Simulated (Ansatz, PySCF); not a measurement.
This PySCF input computes a PBE/def2-TZVPD energy:

```python
from pyscf import gto, scf, dft

mol = gto.M(
    atom='''
    C     1.21632433   -0.06610190   -0.33003638
    C    -0.01604231   -0.01371774    0.04003491
    O    -1.16868300    0.10870740    0.20657606
    H     2.14777190   -0.39074138    0.08740038
    ''',
    basis='def2-tzvpd',
    charge=0,
    spin=1,
    verbose=4,
)

mf = dft.UKS(mol, xc='pbe').density_fit(auxbasis='def2-universal-jkfit')
mf.grids.level = 3
mf.conv_tol = 1e-9
mf.max_cycle = 100
mf.max_memory = 1500
mf.kernel()
if not mf.converged:
    mf = mf.newton()
    mf.kernel(mf.make_rdm1())
for _ in range(2):
    mo, _, stable, _ = mf.stability(return_status=True)
    if stable:
        break
    mf.kernel(mf.make_rdm1(mo, mf.mo_occ))
mf.analyze()
```

Q: Write an input for the same energy in Ansatz (a program for electronic structure) and say what it gives.

A: 
Ansatz 0.2 input:
```yaml
crystal:
  periodic: [false, false, false]
  atoms:
    - {symbol: C, position_ang: [1.21632433, -0.06610190, -0.33003638]}
    - {symbol: C, position_ang: [-0.01604231, -0.01371774, 0.04003491]}
    - {symbol: O, position_ang: [-1.16868300, 0.10870740, 0.20657606]}
    - {symbol: H, position_ang: [2.14777190, -0.39074138, 0.08740038]}
basis:
  gaussian:
    orbitals: def2-TZVPD
hamiltonian:
  xc: {name: PBE}
magnetization: {spin_polarized: true, initial_magnetization: 1}
output: {forces: true}
```
It gives -151.81895 Eh, and PySCF -151.81899 Eh, a difference of 0.04 mEh, from the treatment of integrals and grids.

It need not be the lowest isomer of its formula.
